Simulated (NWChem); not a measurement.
**Basis-set convergence for diarsenic (As2)**

SMILES: [As]#[As]
```xyz
2

As     0.0000     0.0000     1.0456
As     0.0000     0.0000    -1.0456
```
Charge 0, spin multiplicity 1.

Everything below was run with NWChem. All single points use one geometry, from PBE0/def2-SVP, a minimum by its harmonic frequencies.

Quantity: LUMO energy at the level B3LYP.

The Hamiltonian is non-relativistic. B3LYP has NWChem's definition, with VWN1-RPA local correlation.

```csv
basis,functions,LUMO energy (eV)
3-21G,44,?
pcseg-1,54,-2.76
def2-SVP,64,?
aug-pcseg-1,72,-2.93
def2-SVPD,76,?
pcseg-2,86,-2.83
def2-TZVPP,96,-2.76
def2-TZVPD,108,-2.83
cc-pVQZ,136,-2.87
def2-QZVP,150,-2.87
```

Task: Some entries are withheld; supply them.

Result: 
- 3-21G, LUMO energy (eV): -2.62
- def2-SVP, LUMO energy (eV): -2.67
- def2-SVPD, LUMO energy (eV): -2.74
